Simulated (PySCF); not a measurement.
Numbering as in the mapped SMILES `[CH3:1][S:2][c:3]1[cH:4][cH:5][c:6]([CH3:7])[cH:8][cH:9]1`. Each H is labelled by its parent atom.

[PySCF: GIAO B97-2/pcSseg-1 shieldings; geometry: PBE0-D3(BJ)/def2-SVP; equivalent nuclei averaged; a single conformation; non-relativistic; in vacuum]

Referencing at the same level of theory: 13C, 1H vs TMS; CS2 for 33S.

```
      atoms  nucleus  count  δ (ppm)
      H(C7)       1H      3     2.30
      C4/C9      13C      2    124.9
         C7      13C      1     22.7
      H(C1)       1H      3     2.24
         S2      33S      1        3
H(C5)/H(C8)       1H      2        ?
         C1      13C      1     17.5
H(C4)/H(C9)       1H      2     6.88
         C3      13C      1        ?
      C5/C8      13C      2    131.8
         C6      13C      1        ?
```

**Question.** Complete the table.

**Answer.** 
- C3: 141.1 ppm, aromatic carbon bearing sulfur
- C6: 134.0 ppm, substituted aromatic carbon
- H(C5)/H(C8): 7.12 ppm, hydrogen on an aromatic CH; it sits in the deshielding region of the aromatic ring current

Shifts are as computed. Against solution values, carbons near 30 ppm lie about +1 ppm off and those near 130 ppm about +2 ppm. Of 1211 compounds with measured shifts, 218 miss one by over three times the rms of a fit or turn the order of signals round; such compounds aren't used in these exercises.
